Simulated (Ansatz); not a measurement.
Start from `C#CSC=O` and change one atom or group to get `O=CS[SiH3]`.

Ansatz, PBE0-D4/def2-TZVP geometries, multiplicity 1. Each molecule was computed in one conformer, which needn't be the lowest.

```csv
property,`C#CSC=O`
LUMO energy (PBE/def2-TZVPP) / eV,-2.41
size of the dipole moment (ωB97M-V/def2-TZVPP) / D,1.32
HOMO–LUMO gap (ωB97M-V/def2-TZVPP) / eV,10.37
size of the dipole moment (B3LYP/def2-TZVPP) / D,1.35
HOMO energy (B3LYP/def2-TZVPP) / eV,-7.21
LUMO energy (ωB97M-V/def2-TZVPP) / eV,0.88
```

(1) Give the same properties after the change, and the shifts. (Best estimate.)

Answers

(1) The calculation gave: 
| property | `O=CS[SiH3]` | shift |
| --- | --- | --- |
| LUMO energy (PBE/def2-TZVPP) / eV | -2.27 | 0.14 |
| size of the dipole moment (ωB97M-V/def2-TZVPP) / D | 1.12 | -0.20 |
| HOMO–LUMO gap (ωB97M-V/def2-TZVPP) / eV | 11.18 | 0.81 |
| size of the dipole moment (B3LYP/def2-TZVPP) / D | 1.14 | -0.21 |
| HOMO energy (B3LYP/def2-TZVPP) / eV | -7.81 | -0.60 |
| LUMO energy (ωB97M-V/def2-TZVPP) / eV | 1.03 | 0.15 |

With PBE0 the HOMO falls by 0.61 eV and the LUMO rises by 0.15 eV, so the gap widens by about 0.76 eV. PBE moves the HOMO by -0.22 eV and ωB97M-V by -0.67 eV. The zero-point energy changes by 18.1 kJ/mol with +3 modes. Dipoles are sizes alone; their direction can turn.

B3LYP here is the variant with VWN-RPA as its local correlation; programs differ in this.
